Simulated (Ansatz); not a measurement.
Z-matrix (Å, degrees):
```
B
C 1 1.547
H 1 1.223 2 105.7
H 1 1.224 2 105.3 3 111.6
H 1 1.218 2 111.1 3 -124.4
N 2 1.298 1 124.8 3 124.8
H 2 1.094 1 122.3 3 -55.4
C 6 1.445 2 127.6 1 179.7
H 6 1.014 2 115.0 1 -0.2
H 8 1.089 6 109.0 2 0.2
H 8 1.092 6 110.4 2 120.0
H 8 1.092 6 110.4 2 -119.7
```

Charge 0, multiplicity 1. The bonds changed during the relaxation, so this is another structure than the one it started from.

Task: List the CAM-B3LYP/def2-TZVPP orbital energies in eV (Ansatz 0.2.0). (Estimate.)

Result: Computed: Occupied: -393.89, -280.76, -280.64, -182.61, -29.45, -23.12, -20.30, -17.31, -16.04, -15.32, -14.19, -13.66, -11.89, -10.22, -9.21, -8.89. Lowest empty: 0.06, 1.37, 2.03, 2.53, 3.19, 3.28, 3.83, 4.00.
